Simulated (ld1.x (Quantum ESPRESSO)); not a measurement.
# Cutoff test, molybdenum (Mo), TM

| Quantity | Value |
| --- | --- |
| Element | molybdenum (Mo) |
| Generator | ld1.x (Quantum ESPRESSO) 7.5 |
| Type | norm-conserving Troullier–Martins (Kleinman–Bylander form) |
| Functional | LDA (PZ) |
| Relativity | scalar-relativistic |
| Frozen core | [Ar] 3d10 |
| Valence charge | 14 |
| Reference configuration | 4s2 4p6 4d5 5s0 5p0 (charge +1) |
| Partial waves | 4s (bound): rc 1.80 bohr; 4d (bound): rc 1.40 bohr; 4p (bound): rc 1.40 bohr |
| Local potential | the p channel |
| Core correction | none |

The pseudo-atom Hamiltonian at the reference potential is diagonalised in spherical Bessel functions j_l(qr) that vanish at 20 bohr, with q² up to the cutoff. All-electron valence levels (Ry): 4s -5.2379, 5s -0.7460, 4d -0.7836, 4p -3.3413, 5p -0.4462.

**Question.** How do the lowest levels (Ry) of each channel move with the cutoff, and are there ghosts?

**Answer.**

```tsv
cutoff (Ry)	s #1	s #2	s #3	d #1	d #2	p #1	p #2	p #3	f #1	f #2	Σ f·Δε (mRy)
8	-5.1695	-0.7649	-0.2085	-0.4322	-0.1150	-2.7187	-0.3799	-0.1205	-0.0547	0.0402	5629.4
12	-5.1806	-0.7862	-0.2139	-0.5560	-0.1290	-3.1439	-0.4230	-0.1301	-0.0547	0.0400	2437.6
18	-5.2070	-0.7880	-0.2146	-0.6831	-0.1402	-3.2986	-0.4437	-0.1347	-0.0547	0.0399	820.7
25	-5.2294	-0.7882	-0.2146	-0.7408	-0.1448	-3.3068	-0.4461	-0.1352	-0.0548	0.0399	438.3
35	-5.2355	-0.7883	-0.2146	-0.7746	-0.1474	-3.3209	-0.4467	-0.1353	-0.0548	0.0399	172.1
45	-5.2363	-0.7883	-0.2146	-0.7818	-0.1480	-3.3350	-0.4478	-0.1355	-0.0548	0.0399	50.2
55	-5.2376	-0.7883	-0.2146	-0.7833	-0.1482	-3.3395	-0.4482	-0.1356	-0.0548	0.0399	12.9
70	-5.2379	-0.7883	-0.2146	-0.7836	-0.1482	-3.3403	-0.4484	-0.1357	-0.0548	0.0399	6.5
90	-5.2379	-0.7883	-0.2146	-0.7836	-0.1482	-3.3408	-0.4484	-0.1357	-0.0548	0.0399	3.4
110	-5.2379	-0.7884	-0.2146	-0.7836	-0.1482	-3.3412	-0.4484	-0.1357	-0.0548	0.0399	0.5
140	-5.2379	-0.7884	-0.2146	-0.7836	-0.1482	-3.3413	-0.4484	-0.1357	-0.0548	0.0399	0.2
400	-5.2379	-0.7884	-0.2146	-0.7836	-0.1482	-3.3413	-0.4484	-0.1357	-0.0548	0.0399	0.0
```

Result: no extra level below or beside the all-electron valence levels (s, d, p, f tested); 10 mRy is reached at 60 Ry and 1 mRy at 110 Ry.

Its largest configuration-test error is +606 meV.
